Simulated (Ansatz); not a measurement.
Input file for Ansatz (an electronic-structure program): R-CCSD(T)/def2-SVP on CH4O2Sn (SMILES C[O][Sn][OH]), a point of a torsion scan. Elements past Kr take the def2 small-core potentials; no spin–orbit coupling. The run froze 12 orbitals, filled d shells among them.

Ansatz 0.2 input:
```yaml
crystal:
  periodic: [false, false, false]
  atoms:
    - {symbol: C, position_ang: [-1.25010753, 0.09029276, -0.36189912]}
    - {symbol: O, position_ang: [-0.49973514, 0.79391415, 0.59025752]}
    - {symbol: Sn, position_ang: [0.96280769, 0.69795364, 1.99973867]}
    - {symbol: O, position_ang: [1.52031416, -1.26174172, 1.95702152]}
    - {symbol: H, position_ang: [-2.31107715, 0.15079412, -0.10571424]}
    - {symbol: H, position_ang: [-0.96124253, -0.96407090, -0.41220971]}
    - {symbol: H, position_ang: [-1.10176304, 0.54132139, -1.34655861]}
    - {symbol: H, position_ang: [1.17324026, -1.96127423, 1.40617374]}
basis:
  gaussian:
    orbitals: def2-SVP
magnetization: {spin_polarized: false}
correlation: {method: ccsd_t, electrons: outside_noble_gas}
scf: {lower_state_search: off}
```

Program output:

```
WARN ansatz: RAYON_NUM_THREADS=1 ignored (pool sized by the plan → 1); use --threads N
Functional definition: HF
these checks for a lower state are left out or cut short: stability, starts, cluster_reference, orbital_swaps, neighbouring_geometries, increment
integrals: 0.10 GiB planned
954 factors; integrals over basis functions are off by at most 1.4e-3 eV
mean field: 0.23 GiB planned
mean field evaluation 1: about -10964.8211 eV, gradient 4.9e1 eV
mean field evaluation 2: about -10964.9352 eV, gradient 4.9e1 eV
mean field evaluation 4: about -10969.9386 eV, gradient 2.9e0 eV
mean field evaluation 8: about -10969.9972 eV, gradient 2.7e-1 eV
mean field -10969.99767282 eV, -403.1399787445 hartree, gradient 1.3e-6 eV, S^2 0.000000; 0 other end points of the search recorded, 0 dependent functions left out
12 core orbitals not correlated
reference -10969.99767282 eV, -403.1399787445 hartree; 12, 12 occupied and 64, 64 virtual orbitals, 954 factors
second order -16.03988780 eV of doubles, -0.00000000 eV of singles
coupled cluster: 0.25 GiB planned
cycle   1  -16.20676838 eV  change   -1.7e-1 eV  update   1.3e-1
cycle   2  -16.67118985 eV  change   -4.6e-1 eV  update   4.6e-2
cycle   3  -16.84835544 eV  change   -1.8e-1 eV  update   2.9e-2
cycle   4  -16.84298216 eV  change    5.4e-3 eV  update   9.5e-3
cycle   5  -16.83597795 eV  change    7.0e-3 eV  update   4.8e-3
cycle   6  -16.83752490 eV  change   -1.5e-3 eV  update   1.7e-3
cycle   7  -16.83724349 eV  change    2.8e-4 eV  update   6.2e-4
cycle   8  -16.83699345 eV  change    2.5e-4 eV  update   1.9e-4
cycle   9  -16.83703029 eV  change   -3.7e-5 eV  update   1.1e-4
cycle  10  -16.83706950 eV  change   -3.9e-5 eV  update   4.1e-5
cycle  11  -16.83704701 eV  change    2.2e-5 eV  update   1.9e-5
perturbative correction -0.45502485 eV, -0.0167218548 hartree
Total energy: -10987.28974468 eV, -403.7754506645 hartree
Checks for a lower state left out: stability, starts, cluster_reference, orbital_swaps, neighbouring_geometries, increment
```

The calculation finished and met its thresholds.

Cost: around 6 core-seconds (rough).
